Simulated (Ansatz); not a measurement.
`[SiH3][CH](S)[SbH2]` + silanol → `[SiH3]OC([SiH3])S` + stibine  (substitution at a C–Sb bond)

Computed with Ansatz on PBE0-D4/def2-TZVP structures; ΔE is electronic, products minus reactants. CCSD(T)/CBS adds triple-zeta CCSD(T) − MP2 to the extrapolated MP2 energy (def2 sets, frozen cores). Functionals use def2-TZVPP. B3LYP here is the variant with VWN-RPA as its local correlation; programs differ in this. def2 core potentials past Kr. For Sb outer-core shells are correlated without core-valence functions, which leaves a few kJ/mol of doubt a bond. Each species was taken in one conformer, which may not be the lowest.

```tsv
level	ΔE (kJ/mol)	difference from CCSD(T)/CBS
PBE-D4	55.0	-19.2
PBE0-D4	58.8	-15.4
B3LYP-D4	53.6	-20.6
PBE	53.6	-20.6
r2SCAN	56.1	-18.1
B3LYP	50.8	-23.4
HF/def2-TZVPP	50.1	-24.1
SCS-MP2/def2-TZVPP	72.7	-1.5
CCSD/def2-TZVPP	63.5	-10.7
CCSD(T)/def2-TZVPP	65.0	-9.2
HF/def2-QZVPP	51.5	-22.7
MP2/def2-QZVPP	86.3	12.1
SCS-MP2/def2-QZVPP	78.3	4.1
HF/CBS(def2)	51.7	-22.5
MP2/CBS(def2)	89.8	15.6
CCSD/CBS(def2)	72.7	-1.5
CCSD(T)/CBS	74.2	0
```

Largest T1 diagnostic among the species: 0.014.

From PBE to PBE0 (25 % exact exchange), in def2-TZVPP and without D4, ΔE moves by +4.1 kJ/mol. In def2-TZVPP, CCSD(T) changes the Hartree–Fock value by +14.9 kJ/mol (the triples alone add +1.5 kJ/mol) and MP2 by +30.4 kJ/mol.
